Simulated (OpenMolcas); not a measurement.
# Exact exchange and the HOMO–LUMO gap of SnSiH4ClF

The species is SnSiH4ClF (8 atoms), meant as a singlet with charge 0. SMILES: `[F][SnH]([SiH3])[Cl]`. The coordinates come from a PBE0-D4/def2-TZVP relaxation.

The HOMO–LUMO gap y, in eV, basis def2-SVP with a core potential; a is the functional's share of exact exchange. Programs: OpenMolcas 26.06.

| functional | program | a | y (eV) |
| --- | --- | --- | --- |
| r2SCAN | OpenMolcas | 0 | 5.73 |
| BLYP | OpenMolcas | 0 | 5.07 |
| B3LYP | OpenMolcas | 0.2 | ? |
| PBE0 | OpenMolcas | 0.25 | 7.32 |
| BHLYP | OpenMolcas | 0.5 | 9.35 |

Task: Fit y = c + s·a to the known rows and predict B3LYP.

Result: 
1. Means of the 4 rows: a = 0.1875, y = 6.867.
2. Σ(Δa)² = 0.17188, Σ(Δa·Δy) = 1.3544, so the slope is 1.3544/0.17188 = 7.8799.
3. Intercept: 6.867 − (7.8799) × 0.1875 = 5.390. The largest residual of the fit is 0.34.
4. B3LYP: 5.390 + (7.8799) × 0.2 = 6.97 eV.

The run gave 6.81 eV, so the prediction is off by +0.16 eV, within the largest residual. Exact exchange lowers occupied levels and raises empty ones. The rows mix families of semi-local functionals, which the line can't see.
